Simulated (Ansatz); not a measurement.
`OC[AsH2]` + `C[SiH3]` → `[SiH3]CC[AsH2]` + H₂O  (formal exchange of groups at a C–O bond)

Gas-phase electronic energies from Ansatz, PBE0-D4/def2-TZVP geometries. CCSD(T)/CBS adds triple-zeta CCSD(T) − MP2 to the extrapolated MP2 energy (def2 sets, frozen cores). This one scheme is used for every species. Functionals use def2-TZVPP. For As outer-core shells are correlated without core-valence functions, which leaves a few kJ/mol of doubt a bond. Scalar relativity is left out up to krypton. One conformer a species, not always the lowest.

```tsv
level	ΔE (kcal/mol)
r2SCAN-D4	-10.2
HF/CBS(def2)	-8.5
```

Question: What does CCSD(T)/CBS give? (Best estimate.)

Answer: Computed: -13.6 kcal/mol. The listed levels differ from it by 3.4, 5.1 kcal/mol.

Largest T1 diagnostic among the species: 0.011.

The D4 term adds −2.4 kcal/mol with B3LYP and −1.4 kcal/mol with PBE0; it sums over pairs of atoms, weighted by their polarisabilities, and B3LYP, whose exchange is more repulsive, gets the larger term. From PBE to PBE0 (25 % exact exchange), in def2-TZVPP and without D4, ΔE moves by −1.2 kcal/mol.

B3LYP here is the variant with VWN-RPA as its local correlation; programs differ in this.
